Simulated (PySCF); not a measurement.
**Relaxation of triplet CBr2**

Level of theory: PySCF, UPBE0, basis C def2-TZVP, Br def2-TZVP (no relativity, density fitting). A (50,194) grid was used.

A start displaced from a saddle point along its imaginary mode, of C2v symmetry, held to at least that symmetry:

```xyz
3
charge 0 multiplicity 3, angstrom
C    -0.1193   -0.0133    0.0000
Br    0.0091    0.0010    1.7723
Br    0.0091    0.0010   -1.7723
```

Question: What forces act on the atoms at the start (eV/Å)?

Answer: 
```json
{"atom": "C1", "Fx": "-1.13", "Fy": "-0.13", "Fz": "0.00"}
{"atom": "Br2", "Fx": "0.56", "Fy": "0.06", "Fz": "0.00"}
{"atom": "Br3", "Fx": "0.56", "Fy": "0.06", "Fz": "0.00"}
```

Question: What does it relax to?

Answer: It ends at C2v with C–Br 1.821 Å (×2); Br–C–Br 130.0°. A frequency run shows a minimum. Other isomers or separated fragments may lie lower.

Question: How much energy is released, and in how many steps?

Answer: 71.5 kJ/mol in 7 steps.

At this level a broken-symmetry Ms = 0 minimum of C2v symmetry lies 43 kJ/mol below this structure.

The relaxation took 16 s on 4 threads of a shared AMD EPYC 9R45 96-Core (Zen 5) host, with 127 basis functions and 8 gradients; the process peaked at 1.2 GiB.
